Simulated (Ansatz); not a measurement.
Relaxation of a periodic cell of 17 atoms, Li₁₆F (host Li, host structure bcc, interstitial F), to a largest force component of 0.03 eV/Å in at most 60 steps.

All numbers below come from DFT PBE, scalar-relativistic, plane waves, PAW (Ansatz 0.2.0). Settings: cutoff 420 eV, k mesh 3x3x3, gaussian smearing 0.15 eV, no spin polarisation.

```xyz
17
Lattice="6.9800 0.0000 0.0000 0.0000 6.9800 0.0000 0.0000 0.0000 6.9800" Properties=species:S:1:pos:R:3
Li 0.000 0.000 0.000
Li 3.490 0.000 0.000
Li 0.000 3.490 0.000
Li 0.000 0.000 3.490
Li 1.745 1.745 1.745
Li 3.490 3.490 0.000
Li 3.490 0.000 3.490
Li 5.235 1.745 1.745
Li 0.000 3.490 3.490
Li 1.745 5.235 1.745
Li 1.745 1.745 5.235
Li 3.490 3.490 3.490
Li 5.235 5.235 1.745
Li 5.235 1.745 5.235
Li 1.745 5.235 5.235
Li 5.235 5.235 5.235
F -0.061 6.080 1.755
```

Question: Where does it end, and by what steps?

Answer: It converged. The force dipped under the threshold on the way, but the program's further checks kept it going. Limits of this set-up: coarse k mesh, odd electron count without spin. After 5 steps the energy has fallen by 0.121 eV; Li8 moved furthest, 0.21 Å.

```tsv
step	energy less start (eV)	largest force component (eV/Å)	accepted
0	0.0000	0.299	yes
1	-0.0755	0.253	yes
2	-0.1062	0.088	yes
3	-0.1143	0.060	yes
4	-0.1198	0.005	yes
5	-0.1208	0.008	yes
```

```xyz
17
Lattice="6.9800 0.0000 0.0000 0.0000 6.9800 0.0000 0.0000 0.0000 6.9800" Properties=species:S:1:pos:R:3
Li -0.004 0.024 0.139
Li 3.488 -0.032 0.032
Li -0.005 3.319 -0.122
Li -0.004 0.024 3.352
Li 1.863 1.913 1.746
Li 3.486 3.585 -0.057
Li 3.489 -0.031 3.459
Li 5.107 1.914 1.746
Li -0.005 3.319 3.613
Li 1.605 5.209 1.746
Li 1.796 1.647 5.236
Li 3.486 3.585 3.548
Li 5.367 5.207 1.746
Li 5.178 1.645 5.236
Li 1.708 5.265 5.235
Li 5.264 5.265 5.235
F -0.003 6.104 1.745
```

Time of the run: 37 s on 2 threads of Arm Neoverse V1, on a shared host, peak memory 0.58 GiB.
